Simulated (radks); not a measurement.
Q: These are the eigenvalues of the occupied orbitals of an atom or ion with whole-number occupations (eV). Method: Dirac Kohn-Sham, BLYP, spin-unpolarised, spherical densities, finite nucleus; Fermi nuclear charge, rms radius of each element as measured or else 0.836 A^(1/3) + 0.57 fm; computed with a radial shooting solver on a logarithmic mesh with Libxc functionals.

| orbital | eigenvalue |
|---|---|
| 1s1/2 | -5881.882 |
| 2s1/2 | -666.9413 |
| 2p1/2 | -566.5012 |
| 2p3/2 | -557.8426 |
| 3s1/2 | -73.7025 |
| 3p1/2 | -45.9176 |
| 3p3/2 | -44.8948 |
| 4s1/2 | -3.9702 |
| 3d3/2 | -2.8662 |
| 3d5/2 | -2.7889 |

Which element is it, and in what charge state? The configuration may be excited. Open shells, if any, fill j = l - 1/2 first.

A: Z = 24, chromium, charge 0: Cr in [Ar] 3d5 4s1. The list shows which subshells hold electrons but not how many an open one holds; the 1s level, -216.16 hartree, gives Z - s = 20.8 by -(Z - s)^2/2, which with screening and relativity narrows Z to a few neighbours, and the depths of the outer levels then fix element, charge and occupations together.
